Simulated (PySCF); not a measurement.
Al(F)(Cl)(vinyl) (C2H3AlClF), SMILES [Cl][Al]([F])[CH]=C.

The structure is a stationary point at PBE-D3(BJ)/def2-SVP. The structure was generated by enumeration; whether it is a known compound was not checked. One conformer was computed; it need not be the lowest.

These are C-PCM-ωB97X/def2-SVP run with PySCF 2.14.0 values and carry that method's errors.

The values are the electrostatic part of the solvation free energy, E(continuum) − E(gas) at the gas-phase geometry, in a cavity of scaled van der Waals radii (PySCF's table); cavitation and dispersion terms are not included. A continuum can't describe solvent molecules that bind to the metal. In vacuum the orbital gap is 11.51 eV. The dipole moment in vacuum is 2.39 D.

Estimate the values in water (ε = 78.36), methanol (ε = 32.61), N,N-dimethylformamide (ε = 37.22). (The exact figures need the calculation; the answer reports its results.)


```json
[
 {"solvent": "water", "ε": "78.36", "ΔG(elec) (kcal/mol)": "-6.7", "dipole (D)": "2.68", "gap (eV)": "11.63"},
 {"solvent": "methanol", "ε": "32.61", "ΔG(elec) (kcal/mol)": "-6.6", "dipole (D)": "2.67", "gap (eV)": "11.63"},
 {"solvent": "N,N-dimethylformamide", "ε": "37.22", "ΔG(elec) (kcal/mol)": "-6.6", "dipole (D)": "2.67", "gap (eV)": "11.63"}
]
```
